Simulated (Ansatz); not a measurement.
```yaml
crystal:
  periodic: [false, false, false]
  atoms:
    - {symbol: B, position_ang: [-0.002537, -0.001272, -0.101421]}
    - {symbol: N, position_ang: [0.032480, 0.017592, 1.569573]}
    - {symbol: H, position_ang: [-0.919144, -0.061349, 1.957932]}
    - {symbol: H, position_ang: [0.447732, 0.894360, 1.918146]}
    - {symbol: H, position_ang: [0.592220, -0.767563, 1.934107]}
    - {symbol: C, position_ang: [1.563978, -0.139737, -0.553799]}
    - {symbol: C, position_ang: [2.288269, -1.432596, -0.153084]}
    - {symbol: H, position_ang: [2.158327, 0.731187, -0.187393]}
    - {symbol: H, position_ang: [1.592757, -0.043881, -1.663370]}
    - {symbol: H, position_ang: [3.356241, -1.449642, -0.458884]}
    - {symbol: H, position_ang: [2.291697, -1.598298, 0.951536]}
    - {symbol: H, position_ang: [1.808741, -2.330008, -0.596607]}
    - {symbol: C, position_ang: [-0.683925, 1.425144, -0.524317]}
    - {symbol: C, position_ang: [0.092796, 2.697874, -0.158838]}
    - {symbol: H, position_ang: [-1.717760, 1.506051, -0.111021]}
    - {symbol: H, position_ang: [-0.831297, 1.401801, -1.628389]}
    - {symbol: H, position_ang: [-0.439197, 3.631880, -0.439947]}
    - {symbol: H, position_ang: [0.286238, 2.783101, 0.938028]}
    - {symbol: H, position_ang: [1.088046, 2.730328, -0.649313]}
    - {symbol: C, position_ang: [-0.914384, -1.303295, -0.490003]}
    - {symbol: C, position_ang: [-2.387225, -1.269387, -0.058555]}
    - {symbol: H, position_ang: [-0.449438, -2.240709, -0.101333]}
    - {symbol: H, position_ang: [-0.869491, -1.413904, -1.597652]}
    - {symbol: H, position_ang: [-2.942297, -2.195317, -0.321008]}
    - {symbol: H, position_ang: [-2.508792, -1.151588, 1.045461]}
    - {symbol: H, position_ang: [-2.934029, -0.420783, -0.519870]}
basis:
  gaussian: {orbitals: def2-mTZVP}
hamiltonian: {xc: {name: revPBE}, dispersion: d4}
output: {forces: true}
```

```sh
$ ansatz run in.yaml --threads 4 --pin off --events-out ev --progress --plain --max-ram 4787MiB
```

Output, abridged:

```
Functional definition: revPBE
2208 factors; their error is unknown
mean field evaluation 1: about -8648.2044 eV, gradient 1.2e2 eV
mean field evaluation 2: about -8508.3552 eV, gradient 2.4e2 eV
mean field evaluation 4: about -8682.0072 eV, gradient 1.8e1 eV
mean field evaluation 8: about -8682.7255 eV, gradient 4.5e-1 eV
mean field evaluation 16: about -8682.5785 eV, gradient 6.4e-3 eV
mean field -8682.57853814 eV, -319.0788760134 hartree, gradient 5.1e-5 eV, S^2 0.000000; 0 other end points of the search recorded, 0 dependent functions left out
reference -8682.57861411 eV, -319.0788788052 hartree; 33, 33 occupied and 173, 173 virtual orbitals, 2208 factors
Total energy: -8684.54336734 eV, -319.1510821547 hartree
Atom 0 at    -0.002537    -0.001272    -0.101421 Å, force    -0.002411    -0.002732    -0.088141 eV/Å
Atom 1 at     0.032480     0.017592     1.569573 Å, force     0.003705     0.000766     0.155101 eV/Å
Atom 2 at    -0.919144    -0.061349     1.957932 Å, force     0.220966     0.036317    -0.030217 eV/Å
Atom 3 at     0.447732     0.894360     1.918146 Å, force    -0.079740    -0.210796    -0.021715 eV/Å
Atom 4 at     0.592220    -0.767563     1.934107 Å, force    -0.143833     0.173181    -0.023961 eV/Å
Atom 5 at     1.563978    -0.139737    -0.553799 Å, force    -0.009308     0.277232    -0.153877 eV/Å
Atom 6 at     2.288269    -1.432596    -0.153084 Å, force     0.124077    -0.337703     0.100539 eV/Å
Atom 7 at     2.158327     0.731187    -0.187393 Å, force    -0.098709    -0.202683    -0.068787 eV/Å
Atom 8 at     1.592757    -0.043881    -1.663370 Å, force     0.024252    -0.037677     0.231035 eV/Å
Atom 9 at     3.356241    -1.449642    -0.458884 Å, force    -0.242116     0.034634     0.048037 eV/Å
Atom 10 at     2.291697    -1.598298     0.951536 Å, force     0.010994     0.051675    -0.246366 eV/Å
Atom 11 at     1.808741    -2.330008    -0.596607 Å, force     0.113478     0.243148     0.092610 eV/Å
Atom 12 at    -0.683925     1.425144    -0.524317 Å, force    -0.238289    -0.145409    -0.143805 eV/Å
Atom 13 at     0.092796     2.697874    -0.158838 Å, force     0.235335     0.277007     0.089751 eV/Å
Atom 14 at    -1.717760     1.506051    -0.111021 Å, force     0.223380     0.015291    -0.079012 eV/Å
Atom 15 at    -0.831297     1.401801    -1.628389 Å, force     0.031364     0.040286     0.230928 eV/Å
Atom 16 at    -0.439197     3.631880    -0.439947 Å, force     0.093756    -0.226747     0.044484 eV/Å
Atom 17 at     0.286238     2.783101     0.938028 Å, force    -0.062490    -0.016454    -0.245874 eV/Å
Atom 18 at     1.088046     2.730328    -0.649313 Å, force    -0.264718    -0.023200     0.105970 eV/Å
Atom 19 at    -0.914384    -1.303295    -0.490003 Å, force     0.239181    -0.133345    -0.151095 eV/Å
Atom 20 at    -2.387225    -1.269387    -0.058555 Å, force    -0.352170     0.063022     0.104396 eV/Å
Atom 21 at    -0.449438    -2.240709    -0.101333 Å, force    -0.127486     0.184369    -0.071982 eV/Å
Atom 22 at    -0.869491    -1.413904    -1.597652 Å, force    -0.039745     0.006075     0.231792 eV/Å
Atom 23 at    -2.942297    -2.195317    -0.321008 Å, force     0.151135     0.193307     0.038416 eV/Å
Atom 24 at    -2.508792    -1.151588     1.045461 Å, force     0.034038    -0.043678    -0.244629 eV/Å
Atom 25 at    -2.934029    -0.420783    -0.519870 Å, force     0.155357    -0.215886     0.096403 eV/Å
Dipole moment:     0.017161     0.009167     0.816755 e Å
```

Hardware: 4 threads of Arm Neoverse V2 on a shared host. Wall time 4 s.
